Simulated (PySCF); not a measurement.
**Computed structure and properties of [Gd(PH3)2]3+**

System: [Gd(PH3)2]3+ (singlet in the valence; each metal's 4f electrons, 7 of them, lie in its core potential, out of spins and levels); start: displaced along the imaginary mode (Cs). Method: PySCF 2.14.0, RKS TPSS, Gd lcecp-1-SVP with ECP53, P def2-SVP, H def2-SVP; non-relativistic Hamiltonian with scalar-relativistic core potentials where named; density fitting; no spin-orbit coupling.

Input of the relaxation:

```python
mol = gto.M(atom='''
Gd    -0.10560    -0.00275     0.00000
P      0.24506     0.00637     3.03755
H      1.54600     0.00638     3.60783
H     -0.40195     1.12752     3.63018
H     -0.40186    -1.11459     3.63086
P      0.24506     0.00637    -3.03755
H      1.54600     0.00638    -3.60783
H     -0.40186    -1.11459    -3.63086
H     -0.40195     1.12752    -3.63018''',
    basis={'Gd': 'lcecp-1-SVP', 'P': 'def2-SVP', 'H': 'def2-SVP'},
    ecp={'Gd': 'lcecp-1-SVP'},
    charge=3, spin=0)
mf = dft.RKS(mol, xc='TPSS')
mf.grids.atom_grid = (50, 194)  # f atoms: unpruned, at least (60, 302)
mf = mf.density_fit()  # fitting sets: Gd AutoAux, P def2-universal-JKFIT, H def2-universal-JKFIT
mf.conv_tol = 1e-08; mf.max_cycle = 55
mf.kernel(dm0)  # dm0: converged density of the start geometry
# quasi-Newton relaxation in Cartesian coordinates to a largest gradient under 0.00045 Eh/bohr, steps kept in the point group
```

Run from Python with OMP_NUM_THREADS=2; the lines above give its settings. Where DIIS fails, smearing, a level shift and second-order steps follow.
It took 82 s on 2 threads of Arm Neoverse V1 (shared host), from the converged density of the start.

Course of the relaxation:

```json
{"step": "0", "energy above end (eV)": "0.4317", "largest force component within the symmetry (eV/Å)": "0.325"}
{"step": "1", "energy above end (eV)": "0.3739", "largest force component within the symmetry (eV/Å)": "0.355"}
{"step": "2", "energy above end (eV)": "0.3114", "largest force component within the symmetry (eV/Å)": "0.315"}
{"step": "3", "energy above end (eV)": "0.2134", "largest force component within the symmetry (eV/Å)": "0.142"}
{"step": "4", "energy above end (eV)": "0.1602", "largest force component within the symmetry (eV/Å)": "0.233"}
{"step": "5", "energy above end (eV)": "0.1201", "largest force component within the symmetry (eV/Å)": "0.246"}
{"step": "6", "energy above end (eV)": "0.0596", "largest force component within the symmetry (eV/Å)": "0.122"}
{"step": "7", "energy above end (eV)": "0.0297", "largest force component within the symmetry (eV/Å)": "0.285"}
{"step": "8", "energy above end (eV)": "0.0168", "largest force component within the symmetry (eV/Å)": "0.179"}
{"step": "9", "energy above end (eV)": "0.0087", "largest force component within the symmetry (eV/Å)": "0.176"}
{"step": "10", "energy above end (eV)": "0.0050", "largest force component within the symmetry (eV/Å)": "0.115"}
{"step": "11", "energy above end (eV)": "0.0014", "largest force component within the symmetry (eV/Å)": "0.038"}
{"step": "12", "energy above end (eV)": "0.0002", "largest force component within the symmetry (eV/Å)": "0.017"}
{"step": "13", "energy above end (eV)": "0.0000", "largest force component within the symmetry (eV/Å)": "0.017"}
{"step": "14", "energy above end (eV)": "0.0000", "largest force component within the symmetry (eV/Å)": "0.004"}
```

Relaxed geometry (nearly C2v):

```xyz
9

Gd   -1.4091   -0.0334    0.0000
P     0.1904    0.0045    2.5059
H     1.5980    0.0069    2.3104
H    -0.0788    1.1448    3.3128
H    -0.0707   -1.1153    3.3435
P     0.1904    0.0045   -2.5059
H     1.5980    0.0069   -2.3104
H    -0.0707   -1.1153   -3.3435
H    -0.0788    1.1448   -3.3128
```

```
     contact      Å
Gd1–P2 (PH3)  2.973
Gd1–P6 (PH3)  2.973
```

On the finer grid (75, 302):

```json
{
  "HOMO": "-21.39 eV",
  "LUMO": "-18.13 eV",
  "Dipole about the centre of mass": "2.24 D",
  "Set of Mulliken populations of Gd1 outside the core potential": "s 2.31, p 6.09, d 0.68, f 0.01",
  "D3(BJ) dispersion energy (not in the energies)": "-0.259 eV"
}
```

```json
{"atom": "Gd1", "Mulliken (e)": "1.91", "Löwdin (e)": "1.49", "spin (e)": "0.00"}
{"atom": "P2", "Mulliken (e)": "-0.08", "Löwdin (e)": "0.52", "spin (e)": "0.00"}
{"atom": "H3", "Mulliken (e)": "0.20", "Löwdin (e)": "0.08", "spin (e)": "0.00"}
{"atom": "H4", "Mulliken (e)": "0.21", "Löwdin (e)": "0.08", "spin (e)": "0.00"}
{"atom": "H5", "Mulliken (e)": "0.21", "Löwdin (e)": "0.08", "spin (e)": "0.00"}
{"atom": "P6", "Mulliken (e)": "-0.08", "Löwdin (e)": "0.52", "spin (e)": "0.00"}
{"atom": "H7", "Mulliken (e)": "0.20", "Löwdin (e)": "0.08", "spin (e)": "0.00"}
{"atom": "H8", "Mulliken (e)": "0.21", "Löwdin (e)": "0.08", "spin (e)": "0.00"}
{"atom": "H9", "Mulliken (e)": "0.21", "Löwdin (e)": "0.08", "spin (e)": "0.00"}
```

The 4f levels lie in the core potential and are missing. Their spin isn't counted.

No frequency check is given for this geometry.

Taking off one PH3 (charge 0, singlet; the rest: singlet) in vacuum, both parts rigid, costs 4.10 eV; the small basis without counterpoise inflates it. Parting with an electron moved from the ligand to the metal can be far cheaper, even downhill.

Rigid scan of PH3 along the line from its metal:

| distance to P2 (Å) | energy (eV) |
| --- | --- |
| 2.67 | 0.279 |
| 2.77 | 0.111 |
| 2.87 | 0.025 |
| 2.97 | 0.000 |
| 3.07 | 0.020 |
| 3.17 | 0.071 |
| 3.37 | 0.231 |

One start shape was tried, so this needn't be the lowest isomer.

An lcecp potential fixes the number of 4f electrons, so in runs with it no electron can move into or out of that shell.
